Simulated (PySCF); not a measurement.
A structure optimised at PBE0-D3(BJ)/def2-SVP, used in a PySCF frequency run:

```xyz
8

B     -0.6688     0.9954     0.0000
H     -1.8730     1.0856     0.0000
C      0.2542     2.2555     0.0000
H      0.0127     2.8809    -0.8775
H      0.0127     2.8809     0.8775
H      1.3353     2.0555     0.0000
Se     0.1026    -0.7615     0.0000
H     -1.1568    -1.5213     0.0000
```
Charge 0, spin multiplicity 1.

**Question.** Write its SMILES, formula and point group.

**Answer.** CB[SeH], CH5BSe, Cs

**Question.** What are its rotational constants (standard atomic weights)?

**Answer.** 34.785, 3.5662, 3.3001 GHz
